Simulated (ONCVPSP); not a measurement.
# Before and after: ONCV potential for palladium (Pd)

| Property | Result |
| --- | --- |
| Element | palladium |
| Generator | ONCVPSP 4.0.1 |
| Type | optimised norm-conserving Vanderbilt (ONCV) |
| Functional | PW91 |
| Relativity | fully relativistic |
| Frozen core | [Ar] 3d10 |
| Valence charge | 18 |
| Reference configuration | 4s2 4p6 4d10 |
| Partial waves | 4s: rc 1.10 bohr, ncon 4, nbas 9, qcut 7.1 1/bohr, 2 projectors, debl 1.3 Ha; 4p: rc 1.40 bohr, ncon 4, nbas 9, qcut 8.8 1/bohr, 1 projector; 4d: rc 1.25 bohr, ncon 5, nbas 9, qcut 8.1 1/bohr, 3 projectors, debl 2.4 Ha |
| Local potential | polynomial inside 0.95 bohr (lpopt 5, dvloc0 0 Ha) |
| Core correction | Teter function, fcfact 4.75, rcfact 1.35 |

Open shells are filled in proportion to 2j + 1.

In the s channel the program set the typed energies aside and used -3.137, 0.250 Ha.

All-electron outer shells of the reference configuration (PW91, scalar-relativistic, ld1.x):

| shell | level (eV) | outermost node (bohr) | outermost maximum (bohr) |
| --- | --- | --- | --- |
| 4s | -85.41 | 0.45 | 0.85 |
| 4p | -51.27 | 0.46 | 0.91 |
| 4d | -4.11 | 0.45 | 1.10 |

Change: functional LDA (Perdew-Wang 92); d: rc 1.1, qcut 9.2. In the s channel the program set the typed energies aside and used -3.138, 0.250 Ha.

Cutoffs: the cutoffs (Ha) at which the residual kinetic energy of the hardest occupied pseudo-wave falls to 1 and 0.1 mHa per electron; they do not see the model core or the augmentation charge, which bear on the density cutoff. Errors are all-electron minus pseudo energies relative to the spin-unpolarised reference configuration.

**Question.** What does the change do?

**Answer.** The potential gets neither clearly harder nor softer (116 Ha and 197 Ha → 116 Ha and 197 Ha); both files keep a bound ghost (d); of the 3 tests that both files solve, the error grows in 2 and shrinks in 1 by more than 15 % and 0.3 meV (median size 1.5 → 3.5 meV).

| quantity | base | changed |
| --- | --- | --- |
| cutoff, loose | 116 Ha | 116 Ha |
| cutoff, tight | 197 Ha | 197 Ha |
| loose cutoff by channel | s 116 Ha, p 26 Ha, d 31 Ha | s 116 Ha, p 26 Ha, d 35 Ha |
| bound ghosts | d5/2 | d5/2, d3/2 |
| GHOST(+) flags under 300 eV | s at 224.9 eV | s at 219.1 eV |
| tests with a reliable result | 3 of 4 | 3 of 4 |
| error for 4s2 4p6 4d9, meV [ΔE 9.19 → 9.39 eV] | +0.3 | +1.1 |
| error for 4s2 4p6 4d8, meV [ΔE 30.09 → 30.47 eV] | +1.5 | +3.5 |
| error for 4s1 4p6 4d10, meV [ΔE 91.63 → 91.67 eV] | -32 | -22 |
| s: phases at 1.12 bohr within 0.05 rad from the reference energy up to (Ha; the scan ends near 5) | to the end of the scan | to the end of the scan |
| p3/2: phases at 1.42 bohr within 0.05 rad from the reference energy up to (Ha; the scan ends near 5) | 1.3 | 1.3 |
| p1/2: phases at 1.42 bohr within 0.05 rad from the reference energy up to (Ha; the scan ends near 5) | 1.2 | 1.1 |
| rms error of d²Exc/dni dnj with the model core, mHa | 4.99 | 5.41 |

 A true bound ghost makes a file unfit for plane-wave use even where its test errors are small: the radial tests pick states by their node count and pass the ghost by.
